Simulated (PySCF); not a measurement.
Compound: SnBrH3.
Geometry (PBE0-D3(BJ)/def2-SVP, Å), atoms numbered from 1 in this order:
```
atom  x, y, z in Å
Sn1   -0.002    0.003   -0.209
Br2    0.018   -0.026    2.293
H3     1.632    0.013   -0.707
H4    -0.828    1.423   -0.673
H5    -0.820   -1.412   -0.704
```

Level of theory: PySCF, TDDFT wB97X-D/def2-SVPD, vertical, gas phase, core orbitals frozen in the response, def2 core potentials past Kr. Spin–orbit coupling is left out.

Each state is given a Gaussian of 0.4 eV full width at half maximum, with ε(max) = 2.175×10⁸ f / Δν̃ (Δν̃ the width in cm⁻¹). The width is an assumption, not a result. The curve ends short of the highest state used, and states not computed would add to its high-energy end.

E (eV), ε (L mol⁻¹ cm⁻¹) and a bar:
```
     5.14          5 
     5.24         33 
     5.34        157 #
     5.44        535 #####
     5.54       1285 ###########
     5.63       2104 ##################
     5.73       2617 #######################
     5.83       2303 ####################
     5.93       1433 #############
     6.03        630 ######
     6.13        196 ##
     6.22         51 
     6.32          8 
     6.42          1 
     6.52          0 
     6.62          0 
     6.72          0 
     6.81          0 
     6.91          1 
     7.01          6 
     7.11         43 
     7.21        265 ##
     7.30       1038 #########
     7.40       3428 ##############################
```

Task: Where are the band maxima, and which computed states make them?

Result: 216 nm (5.74 eV), ε about 2600, made up of S1 (50%) and S2 (50%) (ε in L mol⁻¹ cm⁻¹; maxima over ε = 5, shares over 10%). At its high-energy end, 7.40 eV, the curve is still rising (ε about 3400, from S7). The states used: S1 5.74 eV (f 0.019); S2 5.74 eV (f 0.019); S3 7.29 eV (f 0.0000); S4 7.29 eV (f 0.0000); S5 7.65 eV (f 0.0041); S6 7.66 eV (f 0.0041); S7 7.70 eV (f 0.224); S8 7.85 eV (f 0.0000); S9 8.00 eV (f 0.0024); S10 8.00 eV (f 0.0024).

Task: On this curve, what absorbance would a 10⁻³ mol/L sample give at 222 nm over a 1 cm path?

Result: 222 nm is 5.585 eV, where ε is about 1700 L mol⁻¹ cm⁻¹, so A = ε c l ≈ 1.7 (Beer–Lambert, with the gas-phase spectrum and the assumed width).

Task: Coming from long wavelengths, where does ε first pass 100 L mol⁻¹ cm⁻¹?

Result: At about 233 nm (5.31 eV), 0.43 eV below S1.

Task: What would ε be at 5.74 eV, the highest of these maxima, with half the width (0.2 eV)?

Result: About 5250 L mol⁻¹ cm⁻¹ against 2630, a factor of about 2.00; a lone state at its own centre would give exactly 2.

The vertical ionisation energy (ΔSCF) is 10.53 eV, 2.53 eV above S10.

Hardware: one thread of an Arm Neoverse V1, no GPU (shared host). Cost: 9.9 s.
